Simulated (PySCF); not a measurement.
Match each property card to its molecule.

Structures:
1. `[CH3][Sn]([I])([I])[I]`
2. `CC[C@H](C)[GeH3]`
3. `C=C(C#C)C(C)(C)C`
4. `[BH3-][P+](C)(C)C`

Card P (geometry PBE0-D3(BJ)/def2-SVP):
* Rotational constants A, B, C: 3.459, 3.193, 3.191 GHz
* Static isotropic polarisability (CAM-B3LYP/def2-SVPD): 81.9 au
* HOMO energy (CAM-B3LYP/def2-SVPD): -9.29 eV
* Point group: C3v
* Dipole moment (CAM-B3LYP/def2-SVPD): 5.31 D
* Strongest line among the 6 lowest singlet transitions (TDDFT CAM-B3LYP/def2-SVPD): S2/S3 at 7.85 eV (158 nm, f = 0.123 summed over these states)

Card Q (geometry PBE0-D3(BJ)/def2-SVP):
- Rotational constants A, B, C: 3.675, 2.168, 1.468 GHz
- Static isotropic polarisability (CAM-B3LYP/def2-SVPD): 82.4 au
- Core binding energies (ΔSCF SCAN, pcX-2 on the ionised atom, pcseg-1 elsewhere, spin-free X2C): C1s 290.2, C1s 290.5, C1s 290.5, C1s 290.5 eV
- Point group: C1
- Lowest triplet excitation (Tamm–Dancoff) (TDA CAM-B3LYP/def2-SVPD): 7.23 eV

Card R (geometry PBE0-D3(BJ)/def2-SVP):
* Rotational constants A, B, C: 2.827, 1.677, 1.368 GHz
* Static isotropic polarisability (CAM-B3LYP/def2-SVPD): 96.1 au
* Point group: Cs
* Lowest singlet excitation (TDDFT CAM-B3LYP/def2-SVPD): 5.57 eV (223 nm, f = 0.000)
* Strongest line among the 6 lowest singlet transitions (TDDFT CAM-B3LYP/def2-SVPD): S5 at 7.33 eV (169 nm, f = 0.238)

Card S (geometry PBE0-D3(BJ)/def2-SVP):
* Rotational constants A, B, C: 0.358, 0.357, 0.209 GHz
* Static isotropic polarisability (CAM-B3LYP/def2-SVPD): 165.8 au
* HOMO energy (CAM-B3LYP/def2-SVPD): -8.84 eV
* Vertical ionisation energy (ΔSCF CAM-B3LYP/def2-SVPD): 9.57 eV
* Strongest line among the 10 lowest singlet transitions (TDDFT CAM-B3LYP/def2-SVPD): S7/S8 at 5.90 eV (210 nm, f = 0.131 summed over these states)
* Lowest singlet excitation (TDDFT CAM-B3LYP/def2-SVPD): 3.81 eV (325 nm, f = 0.000)
* Dipole moment (CAM-B3LYP/def2-SVPD): 2.30 D

Each SMILES stands for a single optimised conformer of the isolated species (atoms past krypton carry core potentials, spin–orbit coupling is left out). Electronic properties by PySCF.

Q: Which card belongs to which structure?

A: P = 4, Q = 2, R = 3, S = 1. What ties each card to its structure:
- 1 (card S), CH3I3Sn, monoisotopic mass 515.6 u, 5 heavy atoms: a nearly oblate symmetric top with C = 0.209 GHz, the lowest such constant on the cards; polarisability 165.8 au for 218 electrons, the largest shown; dipole 2.30 D.
- 2 (card Q), C4H12Ge, monoisotopic mass 134.0 u, 5 heavy atoms: core lines of C; point group C1; an asymmetric top with C = 1.468 GHz; polarisability 82.4 au for 68 electrons.
- 3 (card R), C8H12, monoisotopic mass 108.1 u, 8 heavy atoms: point group Cs; an asymmetric top with C = 1.368 GHz; polarisability 96.1 au for 60 electrons.
- 4 (card P), C3H12BP, monoisotopic mass 90.1 u, 5 heavy atoms: point group C3v; a prolate symmetric top (constants that symmetry makes equal differ by optimisation noise) with C = 3.191 GHz, the highest such constant on the cards; polarisability 81.9 au for 50 electrons, the smallest shown; dipole 5.31 D.
